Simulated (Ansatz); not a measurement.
Calculated with Ansatz (gas phase, PBE0-D4/def2-TZVP geometries, no zero-point term in ΔE). CCSD(T)/CBS is the MP2 limit (def2-TZVPP, def2-QZVPP) plus CCSD(T) − MP2 in def2-TZVPP, frozen cores. This one scheme is used for every species. Functionals use def2-TZVPP. B3LYP here is the variant with VWN-RPA as its local correlation; programs differ in this. One conformer a species, not always the lowest.

Consider the formal exchange of groups at a C–C bond: `CCCC` + `C1CCCCC1` → `CCCC1CCCCC1` + CH₄.

Task: Is it downhill or uphill in electronic energy at CCSD(T)/CBS, and by how much? (Best estimate.)

Result: The calculation gave: Downhill: ΔE = -0.36 eV.

Task: What do these levels give: PBE0-D4, B3LYP-D4, ωB97M-V, SCS-MP2/def2-TZVPP, CCSD/def2-TZVPP, CCSD/CBS(def2)? (Estimate.)

Result: Ansatz gave: PBE0-D4 -0.33, B3LYP-D4 -0.34, ωB97M-V -0.34, SCS-MP2/def2-TZVPP -0.34, CCSD/def2-TZVPP -0.33, CCSD/CBS(def2) -0.32 eV.

Largest T1 diagnostic among the species: 0.009.

In def2-TZVPP, CCSD(T) changes the Hartree–Fock value by −0.19 eV (the triples alone add −0.03 eV) and MP2 by −0.23 eV. The D4 term adds −0.14 eV with B3LYP and −0.09 eV with PBE0; it sums over pairs of atoms, weighted by their polarisabilities, and B3LYP, whose exchange is more repulsive, gets the larger term.
